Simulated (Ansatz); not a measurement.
Species: SiCl, net charge 0, doublet state. SMILES: [Si]Cl
Geometry from a B3LYP-D3(BJ)/def2-TZVP (Ansatz, a quantum-chemistry and plane-wave program) optimisation:
```xyz
2

Si     0.0000     0.0000    -1.1428
Cl     0.0000     0.0000     0.9411
```
Charge 0, spin multiplicity 2.

Property: vertical electron affinity (to the triplet state of charge -1; a negative value means that the extra electron is unbound and the number depends on the basis; each state is the SCF solution reached for its spin), in eV. Valence correlation only, unless marked. UHF or UKS for open shells. Spin-orbit coupling is left out. Non-relativistic. Anions need diffuse functions: aug- sets have them; def2-D sets add few. Basis-set limits of correlation are two-point, X^-3; Hartree-Fock from the larger set.

| level | program | vertical electron affinity (eV) |
|---|---|---|
| r2SCAN/def2-TZVPD | Ansatz | 1.18 |
| PBE0/def2-TZVPD | Ansatz | 1.12 |

Q: Estimate the value at CCSD(T)/CBS(aug-cc-pV(T+d)Z,aug-cc-pV(Q+d)Z) as computed with Ansatz.

A: 1.16 eV, so PBE0/def2-TZVPD differs from it by -0.04 eV.
